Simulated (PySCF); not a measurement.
**`CC(=C=O)[C@H]1C=C[Se]1`, C₆H₆OSe**

Molfile (atoms numbered from 1):
```
C6H6OSe
     RDKit          3D

 14 14  0  0  0  0  0  0  0  0999 V2000
   -1.9689   -0.5359    0.6715 C   0  0  0  0  0  0  0  0  0  0  0  0
   -0.8251   -0.0963   -0.2081 C   0  0  0  0  0  0  0  0  0  0  0  0
   -1.0183    0.6662   -1.2482 C   0  0  0  0  0  0  0  0  0  0  0  0
   -1.2053    1.2870   -2.2135 O   0  0  0  0  0  0  0  0  0  0  0  0
    0.5405   -0.4350    0.2208 C   0  0  1  0  0  0  0  0  0  0  0  0
    1.6826   -0.0251   -0.6549 C   0  0  0  0  0  0  0  0  0  0  0  0
    2.4057    0.7802    0.1159 C   0  0  0  0  0  0  0  0  0  0  0  0
    1.3536    0.7788    1.7099 Se  0  0  0  0  0  2  0  0  0  0  0  0
   -1.8055   -0.1559    1.6817 H   0  0  0  0  0  0  0  0  0  0  0  0
   -2.0115   -1.6236    0.7141 H   0  0  0  0  0  0  0  0  0  0  0  0
   -2.9168   -0.1584    0.2993 H   0  0  0  0  0  0  0  0  0  0  0  0
    0.6033   -1.4537    0.6069 H   0  0  0  0  0  0  0  0  0  0  0  0
    1.8409   -0.3431   -1.6713 H   0  0  0  0  0  0  0  0  0  0  0  0
    3.3242    1.3141   -0.0463 H   0  0  0  0  0  0  0  0  0  0  0  0
  1  2  1  0
  2  3  2  0
  3  4  2  0
  2  5  1  0
  5  6  1  0
  6  7  2  0
  7  8  1  0
  8  5  1  0
  1  9  1  0
  1 10  1  0
  1 11  1  0
  5 12  1  1
  6 13  1  0
  7 14  1  0
M  END
```

Method used: GIAO BHandHLYP/pcSseg-1 magnetisability, rotational g tensor and spin-rotation constants, non-relativistic, gas phase (PySCF). Geometry: GFN2-xTB.

The calculation is non-relativistic, which matters for the atoms heavier than Zn.

(1) What are the magnetisability and the molar susceptibility?

(2) Split it along the inertial axes a, b, c into diamagnetic and paramagnetic parts about the centre of mass, with the quadrupole moment.

(3) And the rotational g tensor?

Answers

(1) Isotropic -1317 × 10⁻³⁰ J/T², or -79.3 × 10⁻⁶ cm³/mol; principal values -1359, -1320, -1273 × 10⁻³⁰ J/T², anisotropy 74 × 10⁻³⁰ J/T² (root of half the summed squared differences of the principal values). The susceptibility is in cgs units.

(2) 
```
axis  χ (10⁻⁶ cm³/mol)  diamagnetic (10⁻⁶ cm³/mol)  paramagnetic (10⁻⁶ cm³/mol)  summed x² of all electrons (Å²)  quadrupole Θ (D Å)
   a             -80.6                      -609.4                        528.7                            247.2               -6.15
   b             -76.9                     -1218.5                       1141.6                            103.6               +7.23
   c             -80.5                     -1488.1                       1407.6                             40.0               -1.08
```
Anisotropies 2χaa − χbb − χcc = -3.9 and 2χbb − χaa − χcc = +7.3 × 10⁻⁶ cm³/mol. Θ is traceless in Buckingham's convention.

(3) 
| axis | rotational constant (GHz) | g | nuclear part | electronic part |
| --- | --- | --- | --- | --- |
| a | 2.4592 | -0.0255 | 0.5853 | -0.6109 |
| b | 0.9638 | -0.0153 | 0.5016 | -0.5169 |
| c | 0.7978 | -0.0095 | 0.5181 | -0.5276 |

Asymmetric top; isotopes 12C, 1H, 16O, 80Se; no vibrational averaging.
